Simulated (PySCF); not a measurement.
**Dipole moment and polarisability of SiEtF3**

Compound: SiEtF3, C2H5F3Si.
Cartesian coordinates in Å at the PBE0-D3(BJ)/def2-SVP level; atoms count from 1:
```
atom  x, y, z in Å
Si1   -0.4724   -0.4067   -1.2771
C2    -0.1887   -0.4408    0.5389
C3     0.6670    0.7211    1.0439
H4     0.2776   -1.4112    0.7815
H5    -1.1767   -0.4504    1.0302
H6     0.8101    0.6653    2.1330
H7     1.6632    0.7177    0.5762
H8     0.1997    1.6918    0.8189
F9     0.9095   -0.4224   -2.0960
F10   -1.2591    0.9151   -1.7389
F11   -1.3321   -1.6648   -1.7800
```

Level: B3LYP/def2-SVPD (PySCF), static field, nuclei fixed, core orbitals frozen in the response. The polarisability tensor in these axes (au):

```
x   45.75  2.07  2.62
y    2.07 46.51  2.21
z    2.62  2.21 50.75
```

What are the eigenvalues, a third of the trace, and Δα (Δα² = ½Σ(αi − αj)² over the three pairs)?

Principal values 43.94, 45.95 and 53.12 au; mean 47.67 au = 7.06 Å³ = 7.86 × 10⁻⁴⁰ C²·m²/J; Δα = 8.36 au (18 % of the mean).

What is the dipole moment, and where does it point?

(0.51, 0.05, 2.80) D, 2.85 D in size, pointing from the negative to the positive side. Measured along this direction, the outermost atoms are F11, F10 and F9 at the negative end and H6 at the positive end.

Molar refractivity from α?

Lorentz–Lorenz: R = (4π/3)N_A α = 2.5225 cm³/(mol·Å³) × 7.06 Å³ = 17.8 cm³/mol, in the limit of long wavelengths.

Sum over states: ᾱ = Σ f/ω², ω in Eh. What share falls to these 10 lowest TDDFT singlets (eV, f)? 8.36, 0.0224; 9.10, 0.1012; 9.14, 0.0000; 9.71, 0.0186; 9.75, 0.0052; 9.88, 0.0221; 9.93, 0.0017; 10.17, 0.0222; 10.30, 0.0329; 10.49, 0.0483.

They add up to 2.22 au, 4.7 % of the 47.67 au; the largest single term is 0.91 au, from the state at 9.10 eV. Terms in order: 0.24, 0.91, 0.00, 0.15, 0.04, 0.17, 0.01, 0.16, 0.23, 0.33 au. Higher excitations give the rest. The strengths listed sum to 0.275.

Directions of the eigenvectors, and the extent of the frame along each?

Largest value along (0.40, 0.40, 0.82), where the nuclei span 5.02 Å; middle along (0.39, 0.74, -0.55), 2.56 Å; least along (0.83, -0.54, -0.14), 2.57 Å. 

Geometry: PBE0-D3(BJ)/def2-SVP; no solvent, vibrations or thermal averaging.
